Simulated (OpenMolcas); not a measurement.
Os4+ (d4) among equal point charges was computed by CASSCF with the d shell active (OpenMolcas, ANO-RCC-VDZP on the metal). Its lowest spin-free states, and all those of the highest spin:

```tsv
2S+1	Degeneracy	E (cm-1)
5	1	0.0
5	1	2715
5	1	6061
5	2	7319
3	2	15254
3	1	16073
3	1	18668
3	1	19740
3	1	19956
3	2	20360
3	2	20712
3	1	21374
```

Task: Is the site octahedral, tetrahedral or cube-like, axial, or of lower symmetry?

Result: The states with 2S+1 = 5 have orbital degeneracies 1, 1, 1, 2. There are pairs but no triples, so the site is axial: not cubic, but with a proper or improper axis of order three or more. The run had Os4+ among 6 point charges of -1 e arranged as a tetragonal octahedron (D4h), 1.97 Å from the ion, with the axial distance 2.108 Å.

Spin-orbit coupling mixes the spin-free states strongly: the lowest level takes only 27 % from its leading state, 5B1. Without dynamic correlation the repulsion within the d shell is too large (B by tens of per cent), so at a given field states of lower spin stand too high. Point charges give a weaker field than real ligands, and real ions of this kind are as a rule low spin; the high spin found here belongs to the model. This is an electrostatic model: the charges have no orbitals. No measured value stands beside these numbers.
